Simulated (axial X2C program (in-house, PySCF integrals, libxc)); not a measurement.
# TiI: from the spin-free to the two-component result

Calculated with an in-house relativistic program for diatomic molecules. Spin-free means the one-electron spin-free X2C Hamiltonian; two-component (2c) means X2C with spin–orbit coupling and atomic mean-field two-electron Coulomb and Gaunt terms, so the difference of the two also holds small scalar two-electron terms. Basis: I dyall-cv3z [11s12p8d4f1g], Ti dyall-cv3z [10s10p6d4f2g] (cores contracted in-house); Gaussian nuclei, density fitting, unrestricted open shells. Masses: I 126.904 u, Ti 47.948 u.

Spin-free state: M_S = 3/2, Λ = 3 (beyond evenly filled blocks: σα, π+α, δ+α); fragments I + Ti.

```json
{"level": "PBE0", "Re (Å)": "2.618", "ωe (cm⁻¹)": "256.5", "De (eV)": "3.476", "μ (D)": "4.35"}
{"level": "HF", "Re (Å)": "2.762", "ωe (cm⁻¹)": "233.4", "De (eV)": "2.681", "μ (D)": "4.21"}
{"level": "MP2", "Re (Å)": "2.702", "ωe (cm⁻¹)": "242.5", "De (eV)": "3.113", "μ (D)": "n/a"}
{"level": "CCSD", "Re (Å)": "2.692", "ωe (cm⁻¹)": "243.9", "De (eV)": "2.846", "μ (D)": "n/a"}
{"level": "CCSD(T)", "Re (Å)": "2.687", "ωe (cm⁻¹)": "244.4", "De (eV)": "2.904", "μ (D)": "n/a"}
{"level": "PBE50", "Re (Å)": "2.639", "ωe (cm⁻¹)": "255.0", "De (eV)": "3.344", "μ (D)": "4.48"}
```

Correlated methods: 11 electrons correlated (number of frozen shells: I 4 s, 3 p, 2 d; Ti 3 s, 2 p), 329 virtual spin orbitals or spinors in MP2, 90 natural virtuals in coupled cluster.

Dipoles are positive if Ti is the positive end.

Two-component determinant lowest at the distance of the search:

Ω = 3/2 (⟨Sz⟩ = -1.50, ⟨Lz⟩ = 3.00 at HF); fragments I + Ti.

| level | Re (Å) | ωe (cm⁻¹) | De (eV) | μ (D) |
| --- | --- | --- | --- | --- |
| PBE0 | 2.619 | 256.0 | n/a | 4.27 |
| HF | 2.763 | 232.8 | n/a | 4.18 |
| MP2 | 2.703 | 242.1 | n/a | n/a |
| CCSD | 2.693 | 243.8 | n/a | n/a |
| CCSD(T) | 2.688 | 243.6 | 2.632 | n/a |
| PBE50 | 2.640 | 254.7 | n/a | 4.42 |

Task: From the two tables, how do the constants change at the CCSD(T) level (2c against spin-free)?

Result: At the CCSD(T) level Re rises by 0.001 Å and ωe drops by 0.8 cm⁻¹; De is not compared, since the atomic limits differ or miss part of their spin–orbit lowering.

One determinant describes the state; a PBE0 search over occupations chose it and may have missed a lower one. De is counted from the lowest determinant-based energies of the atoms at the same level, without counterpoise correction. De is not given where an atomic determinant may have missed its ground term or J level, or where the truncated virtual space spoils (T). Density functionals use the spin component along the axis (collinear). Coupled cluster ran in a truncated set of natural virtual spinors; the MP2 energy of the rest was added. (T) has no such correction and the atoms are truncated less, which lowers De at CCSD(T) by a hundredth of an eV or more. In 2c an atomic determinant is not the ground J level, so De misses part of the atomic spin–orbit lowering. This holds for CCSD(T). PBE0 can misorder states that lie within some tenths of an eV, so this need not be the ground state of the molecule. The nearest other spin-free determinant of the search, M_S = 3/2, Λ = 0, lies 0.09 eV up at the distance of the search. The functionals have no current-density term, which raises determinants with orbital currents, atoms included. With several unpaired electrons one determinant need not be a pure state. The outer-core s and p shells of the metal are frozen in the correlated rows, which leaves out core–valence correlation; for alkali and alkaline-earth bonds that tends to lengthen them. With the outer-core shells frozen, correlated bond lengths of heavy atoms tend to come out a few hundredths of an ångström too long.
